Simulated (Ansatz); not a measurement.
C₂H₅BO, SMILES `B/C=C/O`, relaxed with RKS PBE0-D4/def2-TZVP in Ansatz from a GFN2-xTB geometry. The force threshold is 0.005 eV/Å; the program also tests the step.

Charge 0, multiplicity 1.

Start:

```xyz
9

B    -0.269    0.386    1.553
C    -0.202    0.373    0.030
C     0.361   -0.622   -0.674
O     0.457   -0.699   -2.010
H     0.186   -0.504    2.160
H    -0.773    1.282    2.111
H    -0.619    1.191   -0.553
H     0.806   -1.486   -0.200
H     0.053    0.080   -2.418
```

| step | energy (eV) | largest force (eV/Å) | largest move (Å) |
| --- | --- | --- | --- |
| 1 | -4873.9666 | 0.982 | 0.000 |
| 2 | -4873.9983 | 0.369 | 0.037 |
| 3 | -4874.0065 | 0.066 | 0.044 |
| 4 (rejected) | -4874.0056 | 0.195 | 0.018 |
| 5 | -4874.0072 | 0.017 | 0.009 |
| 6 | -4874.0075 | 0.009 | 0.014 |
| 7 | -4874.0075 | 0.016 | 0.002 |
| 8 | -4874.0075 | 0.002 | 0.001 |

End:

```xyz
9

B    -0.264    0.380    1.517
C    -0.227    0.421    0.009
C     0.348   -0.599   -0.661
O     0.471   -0.730   -1.979
H     0.219   -0.560    2.085
H    -0.762    1.257    2.161
H    -0.645    1.241   -0.576
H     0.784   -1.446   -0.140
H     0.077    0.035   -2.416
```

Hardware: 2 threads of an AMD EPYC 7R13 on a shared host. Wall time 17 s, peak host memory 0.31 GiB.
